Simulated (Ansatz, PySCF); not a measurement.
C3H9Sb, SMILES [CH3][Sb]([CH3])[CH3] (connectivity only; charge and spin as stated), charge +1, multiplicity 2. Atoms are numbered in the order given.

```xyz
13

Sb     0.0001     0.0000     0.1979
C      2.0080     0.0819    -0.5372
H      2.5597    -0.7987    -0.1815
H      2.4857     1.0052    -0.1828
H      1.9434     0.0783    -1.6375
C     -1.0749     1.6978    -0.5372
H     -0.5881     2.6160    -0.1817
H     -2.1133     1.6498    -0.1828
H     -1.0397     1.6435    -1.6375
C     -0.9331    -1.7797    -0.5372
H     -0.3723    -2.6551    -0.1831
H     -0.9039    -1.7218    -1.6375
H     -1.9715    -1.8171    -0.1815
```
Charge +1, spin multiplicity 2.

Geometry: r2SCAN-D4/def2-SVP. The multiplicity is an assumed one; no other spin state was optimised. The isomer is the one that the SMILES or the coordinates give; other isomers of the formula were not compared. The def2 effective core potentials stand for the cores of Sb; spin–orbit coupling is left out.

Two levels are set side by side: PBE-D3(BJ)/def2-SVP (Ansatz, an electronic-structure program) and r2SCAN-D4/def2-SVP (Ansatz). Each level has its own optimised geometry; the coordinates shown are those of the second. Frequencies come from the Hessian of PySCF at each geometry. Differences are taken from unrounded values.

```
quantity                            r2SCAN-D4
----------------------------------  ---------
mean bond length (Å)                    1.360
bond Sb1–C2 (Å)                         2.140
bond Sb1–C6 (Å)                         2.140
bond Sb1–C10 (Å)                        2.140
bond C2–H3 (Å)                          1.098
bond C2–H4 (Å)                          1.098
bond C2–H5 (Å)                          1.102
bond C6–H7 (Å)                          1.098
bond C6–H8 (Å)                          1.098
bond C6–H9 (Å)                          1.102
bond C10–H11 (Å)                        1.098
bond C10–H12 (Å)                        1.102
bond C10–H13 (Å)                        1.098
highest harmonic wavenumber (cm⁻¹)       3207
mean harmonic wavenumber (cm⁻¹)          1436
zero-point energy (kcal/mol)            67.73
```

Q: What does PBE-D3(BJ) give, and how far is it from r2SCAN-D4? (The exact figures need the calculation; the answer reports its results.)

A: 
```csv
quantity,PBE-D3(BJ),PBE-D3(BJ) minus r2SCAN-D4
mean bond length (Å),1.369,0.009
bond Sb1–C2 (Å),2.155,0.015
bond Sb1–C6 (Å),2.155,0.015
bond Sb1–C10 (Å),2.155,0.015
bond C2–H3 (Å),1.106,0.007
bond C2–H4 (Å),1.106,0.007
bond C2–H5 (Å),1.110,0.008
bond C6–H7 (Å),1.106,0.007
bond C6–H8 (Å),1.106,0.007
bond C6–H9 (Å),1.110,0.008
bond C10–H11 (Å),1.106,0.007
bond C10–H12 (Å),1.110,0.008
bond C10–H13 (Å),1.106,0.007
highest harmonic wavenumber (cm⁻¹),3137,-71
mean harmonic wavenumber (cm⁻¹),1397,-39
zero-point energy (kcal/mol),65.91,-1.83
```
